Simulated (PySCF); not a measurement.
Br3Pb (SMILES [Br][Pb-]([Br])[Br]), charge -1, singlet, at a GFN2-xTB geometry (such geometries of metal compounds can be far from the true shape) (core potentials on Pb); DF-PBE0/def2-SV(P) run with PySCF.

Here is a job for PySCF.
```python
from pyscf import gto, scf, dft

mol = gto.Mole()
mol.atom = '''
    Pb    0.00381371   -0.00015158    0.64375725
    Br    0.60057734   -2.35520043   -0.50687391
    Br    1.73497476    1.70048433   -0.51263926
    Br   -2.34448708    0.65507125   -0.48871810
'''
mol.basis = 'def2-sv(p)'
mol.ecp = {'Pb': 'def2-sv(p)'}
mol.charge = -1
mol.verbose = 4
mol.build()

mf = dft.RKS(mol)
mf.xc = 'pbe0'
mf.grids.radi_method = dft.radi.delley
mf = mf.density_fit(auxbasis='def2-universal-jkfit')
mf.kernel()
```

What the program printed (banner, timings and long lists left out):

```
PySCF version 2.14.0

[INPUT] verbose = 4
[INPUT] num. atoms = 4
[INPUT] num. electrons = 128
[INPUT] charge = -1
[INPUT] spin (= nelec alpha-beta = 2S) = 0
[INPUT] symmetry False subgroup None
[INPUT] Mole.unit = angstrom
[INPUT] Symbol           X                Y                Z      unit          X                Y                Z       unit  Magmom
[INPUT]  1 Pb     0.003813710000  -0.000151580000   0.643757250000 AA    0.007206867419  -0.000286444686   1.216524893203 Bohr   0.0
[INPUT]  2 Br     0.600577340000  -2.355200430000  -0.506873910000 AA    1.134926689220  -4.450683781158  -0.957852869587 Bohr   0.0
[INPUT]  3 Br     1.734974760000   1.700484330000  -0.512639260000 AA    3.278627129433   3.213449662815  -0.968747802100 Bohr   0.0
[INPUT]  4 Br    -2.344487080000   0.655071250000  -0.488718100000 AA   -4.430438483781   1.237905254576  -0.923543361118 Bohr   0.0

nuclear repulsion = 916.512652086951
number of shells = 46
number of NR pGTOs = 283
number of NR cGTOs = 122
basis = def2-sv(p)
ecp = {'Pb': 'def2-sv(p)'}

******** <class 'pyscf.df.df_jk.DFRKS'> ********
method = DFRKS
initial guess = minao
damping factor = 0
level_shift factor = 0
DIIS = <class 'pyscf.scf.diis.CDIIS'>
diis_start_cycle = 1
diis_space = 8
diis_damp = 0
SCF conv_tol = 1e-09
SCF conv_tol_grad = None
SCF max_cycles = 50
direct_scf = False
XC library pyscf.dft.libxc version 7.1.2
    S. Lehtola, C. Steigemann, M. J. T. Oliveira, and M. A. L. Marques,  SoftwareX 7, 1–5 (2018)
XC functionals = pbe0
    C. Adamo and V. Barone,  J. Chem. Phys. 110, 6158 (1999)
    M. Ernzerhof and G. E. Scuseria,  J. Chem. Phys. 110, 5029 (1999)
radial grids: B. Delley radial grids. Ref. JCP 104, 9848 (1996); DOI:10.1063/1.471749. log2 algorithm
becke partition: Becke, JCP 88, 2547 (1988); DOI:10.1063/1.454033
pruning grids: <function nwchem_prune>
grids dens level: 3
symmetrized grids: False
atomic radii adjust function: <function treutler_atomic_radii_adjust>
small_rho_cutoff = 0
Set gradient conv threshold to 3.16228e-05
Initial guess from minao.
tot grids = 82656
******** <class 'pyscf.df.df.DF'> ********
auxbasis = def2-universal-jkfit
init E= -7886.48918558022
  HOMO = -0.603853606299696  LUMO = -0.538270713576553  gap/eV = 1.78460
cycle= 1 E= -7911.88515181919  delta_E= -25.4  |g|= 2.39  |ddm|= 13.6
  HOMO = 0.278524425080291  LUMO = 0.363152485816125  gap/eV = 2.30285
cycle= 2 E= -7910.75359913064  delta_E= 1.13  |g|= 3.59  |ddm|= 8.51
  HOMO = -0.0346148426571133  LUMO = 0.172142481976714  gap/eV = 5.62615
cycle= 3 E= -7913.69572728842  delta_E= -2.94  |g|= 0.447  |ddm|= 4.67
  HOMO = -0.0906766690593514  LUMO = 0.0969265216270005  gap/eV = 5.10494
cycle= 4 E= -7913.7692790513  delta_E= -0.0736  |g|= 0.166  |ddm|= 1.09
  HOMO = -0.0978641714335509  LUMO = 0.102141015756764  gap/eV = 5.44242
cycle= 5 E= -7913.77918134853  delta_E= -0.0099  |g|= 0.0367  |ddm|= 0.277
  HOMO = -0.0956103946075509  LUMO = 0.104967439233467  gap/eV = 5.45800
cycle= 6 E= -7913.77932430314  delta_E= -0.000143  |g|= 0.00576  |ddm|= 0.0346
  HOMO = -0.095489786749408  LUMO = 0.105288102930336  gap/eV = 5.46344
cycle= 7 E= -7913.77932975441  delta_E= -5.45e-06  |g|= 0.00117  |ddm|= 0.00576
  HOMO = -0.0954043345887283  LUMO = 0.105365929913147  gap/eV = 5.46324
cycle= 8 E= -7913.77933018571  delta_E= -4.31e-07  |g|= 0.000303  |ddm|= 0.00254
  HOMO = -0.0954297252032398  LUMO = 0.105339161609337  gap/eV = 5.46320
cycle= 9 E= -7913.77933021618  delta_E= -3.05e-08  |g|= 3.64e-05  |ddm|= 0.000506
  HOMO = -0.095433010485927  LUMO = 0.10533768569848  gap/eV = 5.46325
cycle= 10 E= -7913.77933021659  delta_E= -4.15e-10  |g|= 9.52e-06  |ddm|= 7.19e-05
  HOMO = -0.0954318975334059  LUMO = 0.105338447120154  gap/eV = 5.46324
Extra cycle  E= -7913.77933021659  delta_E=    0  |g|= 7.42e-06  |ddm|= 2.39e-05
converged SCF energy = -7913.77933021659
```
